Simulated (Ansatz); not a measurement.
C3H8BNSi (`BC1=NC([SiH3])C1`), relaxed with RKS PBE-D4/def2-SVP in Ansatz 0.2.0 from a rough embedded geometry. The force threshold is 0.03 eV/Å; the program also tests the step.

Total charge 0; spin multiplicity 1.

Start:

```xyz
14

B     1.163   -1.267   -2.098
C     0.767   -0.394   -0.885
N     1.214   -0.249    0.381
C     0.123    0.806    0.642
Si   -0.997    0.161    2.010
C    -0.330    0.620   -0.679
H     2.138   -1.975   -1.964
H     0.634   -1.186   -3.096
H     0.618    1.776    0.788
H    -0.263    0.164    3.250
H    -2.124    1.087    2.065
H    -1.480   -1.163    1.679
H    -0.147    1.493   -1.301
H    -1.316    0.128   -0.793
```

(1) How much energy does the relaxation release, and in how many steps? (Best estimate.)

(2) Which bonds change most? (Best estimate.)

(3) Give the relaxed structure. (Best estimate.)

## Answers

(1) The calculation gave: 83.96 kJ/mol, in 9 steps.

(2) Computed: C4–C6 from 1.409 to 1.556 Å; B1–H8 from 1.132 to 1.217 Å; N3–C4 from 1.540 to 1.480 Å; Si5–H10 from 1.442 to 1.501 Å.

(3) The calculation gave: 
```xyz
14

B     1.250   -1.313   -2.033
C     0.708   -0.345   -0.951
N     1.202   -0.207    0.272
C     0.158    0.780    0.625
Si   -0.957    0.148    2.046
C    -0.402    0.685   -0.824
H     2.216   -2.000   -1.769
H     0.724   -1.381   -3.128
H     0.586    1.759    0.941
H    -0.153   -0.010    3.304
H    -2.063    1.144    2.274
H    -1.549   -1.173    1.639
H    -0.279    1.599   -1.442
H    -1.442    0.314   -0.954
```
